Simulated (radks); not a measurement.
All-electron atom: La4+ in [Kr] 4d10 5s2 5p4 4f1 (not the ground configuration). Calculated with a radial shooting solver on a logarithmic mesh with Libxc functionals: scalar-relativistic Kohn-Sham, r2SCAN, spin-polarised, spherical densities, finite nucleus; open shells are filled with parallel spins first (spin-orbit coupling, left out, can overturn this in heavy ions); meta-GGA in the generalised Kohn-Sham scheme; Fermi nuclear charge, rms radius 4.855 fm.

Local quantities along the radius. ELF = 1/(1 + alpha^2) is the electron localisation function; alpha = (tau - tau_W)/tau_unif compares the Pauli kinetic energy density with that of the uniform gas (summed over spins); s = |grad rho|/(2 (3 pi^2)^(1/3) rho^(4/3)) is the reduced gradient. tau is taken from the large components.

r (bohr),ELF,alpha,s
0.00117,0.999,0.02388,0.7473
0.001535,0.999,0.02446,0.6657
0.002031,0.999,0.02581,0.6049
0.002688,0.999,0.02822,0.5635
0.003528,0.999,0.03209,0.5392
0.004668,0.999,0.03861,0.5289
0.006176,0.998,0.04966,0.5331
0.008106,0.995,0.06871,0.5519
0.01073,0.989,0.1063,0.5878
0.01419,0.966,0.1862,0.6409
0.01863,0.884,0.3624,0.6999
0.02465,0.631,0.7642,0.7233
0.03261,0.357,1.341,0.6042
0.0428,0.357,1.341,0.3727
0.05664,0.596,0.8228,0.2811
0.07494,0.748,0.5811,0.3669
0.09836,0.642,0.7464,0.4900
0.1301,0.353,1.353,0.4410
0.1722,0.451,1.103,0.2220
0.226,0.729,0.6089,0.3058
0.2991,0.679,0.6883,0.5737
0.3957,0.215,1.911,0.5863
0.5194,0.480,1.041,0.1692
0.6872,0.761,0.5596,0.3878
0.9093,0.531,0.9399,0.6883
1.193,0.283,1.591,0.6741
1.579,0.602,0.8128,0.6394
2.089,0.717,0.6279,1.192
2.743,0.364,1.321,2.685
3.629,0.021,6.755,7.874
4.801,0.000,87.79,32.10

On this mesh the ELF has minima near r = 0.037, 0.15, 0.40, 1.2 bohr, which separate the shells, and maxima near 0.075 (0.75), 0.26 (0.76), 0.69 (0.76), 1.8 (0.72).
